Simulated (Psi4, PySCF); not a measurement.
PySCF was given this input:
```python
from pyscf import gto, scf, dft

mol = gto.Mole()
mol.atom = '''
    Se   -0.003007    0.004701    0.442483
    Cl    1.061722   -1.326566   -0.820968
    Cl    1.812304    1.458836    0.396540
    Cl   -1.050276    1.308670   -0.863321
    Cl   -1.817736   -1.450343    0.402783
'''
mol.basis = 'aug-cc-pvdz'
mol.charge = 0
mol.spin = 0
mol.verbose = 3
mol.build()

mf = dft.RKS(mol)
mf.xc = 'pbe'
mf.grids.atom_grid = (99, 590)
mf.grids.prune = None
mf.kernel()
```

Give the equivalent Psi4 input.

Several could match; the one computed here: 
```
memory 2 GB

molecule mol {
0 1
  Se   -0.003007    0.004701    0.442483
  Cl    1.061722   -1.326566   -0.820968
  Cl    1.812304    1.458836    0.396540
  Cl   -1.050276    1.308670   -0.863321
  Cl   -1.817736   -1.450343    0.402783
}

set basis aug-cc-pvdz
set reference rks
set scf_type pk
set puream true
set d_convergence 1e-8
set dft_radial_points 99
set dft_spherical_points 590

energy('pbe')
print_variables()
```

Both were run: PySCF gave -4241.248166 Eh and Psi4 -4241.248162 Eh, 0.004 mEh apart.
